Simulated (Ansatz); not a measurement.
Start from `F[SiH2][SiH](F)Br` and change one atom or group to get `C=C[SiH](F)Br`.

Ansatz, PBE0-D4/def2-TZVP geometries, multiplicity 1. Each molecule was computed in one conformer, which needn't be the lowest.

Scalar relativity is left out up to krypton.

```csv
property,`F[SiH2][SiH](F)Br`
HOMO energy (PBE0/def2-TZVPP) / eV,-8.27
size of the dipole moment (B3LYP/def2-TZVPP) / D,1.07
HOMO–LUMO gap (ωB97M-V/def2-TZVPP) / eV,10.74
HOMO energy (B3LYP/def2-TZVPP) / eV,-8.06
LUMO energy (B3LYP/def2-TZVPP) / eV,-1.55
HOMO energy (PBE/def2-TZVPP) / eV,-7.04
```

Problem. Give the same properties after the change, and the shifts. (An estimate is asked.)

Solution. Computed: 
```json
{"property": "HOMO energy (PBE0/def2-TZVPP) / eV", "`C=C[SiH](F)Br`": "-8.41", "shift": "-0.14"}
{"property": "size of the dipole moment (B3LYP/def2-TZVPP) / D", "`C=C[SiH](F)Br`": "2.37", "shift": "1.30"}
{"property": "HOMO–LUMO gap (ωB97M-V/def2-TZVPP) / eV", "`C=C[SiH](F)Br`": "11.57", "shift": "0.83"}
{"property": "HOMO energy (B3LYP/def2-TZVPP) / eV", "`C=C[SiH](F)Br`": "-8.15", "shift": "-0.09"}
{"property": "LUMO energy (B3LYP/def2-TZVPP) / eV", "`C=C[SiH](F)Br`": "-1.35", "shift": "0.20"}
{"property": "HOMO energy (PBE/def2-TZVPP) / eV", "`C=C[SiH](F)Br`": "-7.18", "shift": "-0.14"}
```

With PBE0 the HOMO falls by 0.14 eV and the LUMO rises by 0.24 eV, so the gap widens by about 0.38 eV. PBE moves the HOMO by -0.14 eV and ωB97M-V by -0.28 eV. The zero-point energy changes by 58.8 kJ/mol with +3 modes. Dipoles are sizes alone; their direction can turn.

B3LYP here is the variant with VWN-RPA as its local correlation; programs differ in this.

Spin–orbit coupling is left out; it splits and shifts lone-pair levels of the heavy atoms by tenths of an eV.
